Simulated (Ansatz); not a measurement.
Born–Oppenheimer molecular dynamics of Cl₄F₃HMo (9 atoms, charge 0, multiplicity 1). It starts at the highest image of a converged band. Of that band: Neighbouring images differ by up to 1.5 eV, so the band resolves the path poorly. A vibrational analysis at the climbing image gives one clearly imaginary mode, 1214i cm⁻¹, and a faint second one (21i cm⁻¹) that may be numerical noise or a soft torsion: probably a first-order saddle point.

Computed with RHF/def2-SVP (Ansatz 0.2.0).

- ensemble: NVE (velocity Verlet)
- time step: 0.5 fs
- steps asked: 200
- starting velocities drawn for: 300 K
- seed: 4559

First frame:

```xyz
9
Properties=species:S:1:pos:R:3
Mo -0.192 -0.252 -0.180
F 0.155 -0.047 1.830
Cl 2.359 -0.393 0.562
Cl -0.228 2.773 -0.041
F -1.901 0.118 0.272
F -0.311 -2.102 -0.213
Cl 0.516 0.022 -2.318
Cl 1.350 3.330 1.091
H 1.361 -0.233 1.611
```

(1) How far do the bonds stretch over the last three quarters of this one trajectory? (Pairs bonded in most of those frames.)

Answers

(1) 
```csv
bond,mean (Å),spread (Å),shortest,longest
Mo1–Cl3,2.321,0.117,2.18,2.57
Mo1–Cl4,2.847,0.050,2.79,2.98
Mo1–F5,1.811,0.006,1.80,1.83
Mo1–F6,1.859,0.012,1.84,1.88
Mo1–Cl7,2.301,0.052,2.24,2.37
F2–H9,0.920,0.052,0.84,1.00
Cl4–Cl8,2.017,0.003,2.01,2.02
```

Mean temperature of the second half: 833 K. The conserved energy stayed within 0.6 meV per atom of its start (net change -0.59 meV per atom), so the integration is sound. The kinetic energy rose, since the run started high on the potential surface and went downhill. It ends in pieces (Cl4F2Mo + FH), so much of that is their flight and rotation, not heat. A run of 0.1 ps of so small a system gives no equilibrium averages. The orbitals stay closed-shell, which can raise the energy where a bond breaks towards radicals; this wasn't checked here.

Time of the run: 12 min on 4 threads of Arm Neoverse V1, on a shared host, peak memory 0.59 GiB.
